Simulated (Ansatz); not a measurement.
Species: C₂H₆FSi, net charge 0, doublet state. It need not be the lowest isomer of its formula. 
Geometry from a B3LYP-D3(BJ)/def2-TZVP (Ansatz, a quantum-chemistry and plane-wave program) optimisation:
```
Si
F 1 1.6217
C 1 1.8759 2 107.20
H 3 1.0904 1 111.50 2 -60.81
H 3 1.0918 4 108.31 1 121.74
H 3 1.0947 4 108.31 5 117.38
C 1 1.8759 2 107.20 3 120.33
H 7 1.0904 1 111.50 2 60.81
H 7 1.0918 8 108.31 1 -121.74
H 7 1.0947 8 108.31 9 -117.38
```
Charge 0, spin multiplicity 2.

Parts of the frozen-core correlation energy in STO-3G (Ansatz, hartree). Frozen orbitals: 8; correlated occupied orbitals by spin: 13 and 12; virtual: 9 and 10. UHF or UKS for open shells. No spin-orbit coupling. Non-relativistic.

```
term                            value
-------------------------  ----------
reference (HF)             -461.94824
MP2 opposite-spin            -0.13091
MP2 same-spin                -0.01670
CCSD correlation             -0.19512
(T)                          -0.00310
T1 diagnostic                   0.011
largest doubles amplitude       0.048
<S^2> of the reference          0.752
```
